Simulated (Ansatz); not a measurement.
A run on `N=C(O)BN` with other settings.

```yaml
crystal:
  periodic: [false, false, false]
  atoms:
    - {symbol: N, position_ang: [-0.406169, -1.670019, 1.102743]}
    - {symbol: C, position_ang: [0.119120, -0.693893, 0.486131]}
    - {symbol: O, position_ang: [1.464527, -0.550037, 0.531067]}
    - {symbol: B, position_ang: [-0.625732, 0.415643, -0.358125]}
    - {symbol: N, position_ang: [0.117773, 1.408839, -0.961065]}
    - {symbol: H, position_ang: [-1.415219, -1.656480, 0.985285]}
    - {symbol: H, position_ang: [1.802087, -1.279926, 1.070375]}
    - {symbol: H, position_ang: [-1.816305, 0.385158, -0.465918]}
    - {symbol: H, position_ang: [-0.278544, 2.149280, -1.513388]}
    - {symbol: H, position_ang: [1.121463, 1.440335, -0.874205]}
basis:
  gaussian: {orbitals: 6-31G, nuclear_model: gaussian}
total_charge: 1
magnetization: {spin_polarized: true, initial_magnetization: 1}
hamiltonian: {xc: {name: B97}}
```

```sh
$ ansatz run in.yaml --threads 2 --pin off --events-out ev --progress --plain --max-ram 4352MiB
```

It prints (some lines left out):

```
Functional definition: B97
752 factors; integrals over basis functions are off by at most 2.2e-4 eV
mean field evaluation 1: about -6794.2236 eV, gradient 5.9e1 eV
mean field evaluation 2: about -6767.3968 eV, gradient 9.5e1 eV
mean field evaluation 4: about -6806.8001 eV, gradient 1.7e1 eV
mean field evaluation 8: about -6808.3412 eV, gradient 5.8e-1 eV
mean field evaluation 16: about -6808.5215 eV, gradient 2.6e-3 eV
mean field evaluation 32: about -6808.5261 eV, gradient 2.1e-5 eV
mean field -6808.52613642 eV, -250.2087205286 hartree, gradient 4.3e-6 eV, S^2 0.757311; 5 other end points of the search recorded, 0 dependent functions left out
reference -6808.52615084 eV, -250.2087210584 hartree; 19, 18 occupied and 36, 37 virtual orbitals, 752 factors
Total energy: -6808.52615084 eV, -250.2087210584 hartree
```

Run time 16 s (2 threads of an Arm Neoverse V1 on a shared host); peak host memory 0.25 GiB.
